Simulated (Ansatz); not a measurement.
Harmonic frequencies (cm⁻¹) at PBE0-D4/def2-TZVP from Ansatz: 18, 26, 36, 40, 61, 113, 129, 188, 192, 355, 486, 591, 727, 731, 954, 956, 977, 1039, 1178, 1179, 1225, 1477, 1489, 1490, 2208, 2211, 2218, 3012, 3080, 3083.

Each molecule was computed in one conformer, which needn't be the lowest.

Task: Which molecule is it?
A. `[CH3][Sc]([CH3])[F]`
B. `[F][Sc]([F])[O][SiH3]`
C. `C[O][Sc]([NH2])[OH]`
D. `C[O][Sc]([Cl])[O][SiH3]`

Result: D.
